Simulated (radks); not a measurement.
The sulfur ion S+ inside a hard spherical wall (all orbitals vanish at R), configuration held at [Ne] 3s2 3p3 and not refilled when levels cross. Calculated with a radial shooting solver on a logarithmic mesh with Libxc functionals: scalar-relativistic Kohn-Sham, r2SCAN, spin-unpolarised, spherical densities, finite nucleus; meta-GGA in the generalised Kohn-Sham scheme; Fermi nuclear charge, rms radius 3.2611 fm. Eigenvalues in eV, with the zero of energy where the potential of the charges vanishes at infinity; a dash marks a level that is unbound or too diffuse for the functional's potential to be trusted. A positive occupied level is held by the wall or, in an anion where self-interaction has pushed it up, behind a barrier. The pressure on the wall is -dE/dV.

R (bohr)  E (hartree)  kinetic (hartree)    e(2s)    e(2p)    e(3s)    e(3p)  e(4s, empty)  e(3d, empty)  pressure (GPa)
free       -398.73740            400.291  -228.40  -171.13  -28.331  -16.954             -             -               0
12         -398.73740            400.291  -228.40  -171.13  -28.331  -16.954        -4.275        -3.108        < 0.0001
10         -398.73740            400.291  -228.40  -171.13  -28.331  -16.954        -4.153        -3.063        < 0.0001
8          -398.73737            400.291  -228.40  -171.13  -28.328  -16.952        -3.627        -2.905         0.00268
4          -398.63950            400.948  -225.76  -168.47  -26.599  -14.855        13.404         1.839            27.9
3.5        -398.47911            401.784  -223.05  -165.72  -24.688  -12.494        25.283         5.314            96.7
3          -398.05086            403.650  -217.90  -160.51  -20.559   -7.481        47.362        11.770             354
2          -393.41707            418.178  -191.20  -133.26   13.650   30.694        185.71        50.217            6830
1.5        -381.69064            447.673  -157.71  -98.314   91.553   108.96        426.74        112.14           44800
